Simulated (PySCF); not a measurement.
CH8FNOSi2, SMILES [SiH2](OC)[Si@@H](N)F. The structure is a stationary point at PBE0-D3(BJ)/def2-SVP. The structure was generated by enumeration; whether it is a known compound was not checked. One conformer was computed; it need not be the lowest.

Computed equilibrium geometry at PBE0-D3(BJ)/def2-SVP (PySCF confirms it by a frequency run) as bond lengths and angles (one conformer of several):
Atoms: C1 O2 Si3 Si4 N5 F6 H7 H8 H9 H10 H11 H12 H13 H14. Bond lengths (Å): C1–O2 1.400, C1–H7 1.106, C1–H8 1.101, C1–H9 1.106, O2–Si3 1.668, Si3–Si4 2.334, Si3–H10 1.504, Si3–H11 1.502, Si4–N5 1.714, Si4–F6 1.637, Si4–H12 1.489, N5–H13 1.014, N5–H14 1.014. Bond angles (°): O2–C1–H7 112.0, O2–C1–H8 108.8, O2–C1–H9 112.0, H7–C1–H8 107.9, H7–C1–H9 107.9, H8–C1–H9 108.0, C1–O2–Si3 123.4, O2–Si3–Si4 108.3, O2–Si3–H10 110.7, O2–Si3–H11 110.5, Si4–Si3–H10 110.2, Si4–Si3–H11 110.6, H10–Si3–H11 106.6, Si3–Si4–N5 106.7, Si3–Si4–F6 107.8, Si3–Si4–H12 115.4, N5–Si4–F6 113.8, N5–Si4–H12 107.4, F6–Si4–H12 106.0, Si4–N5–H13 121.4, Si4–N5–H14 121.2, H13–N5–H14 111.2.
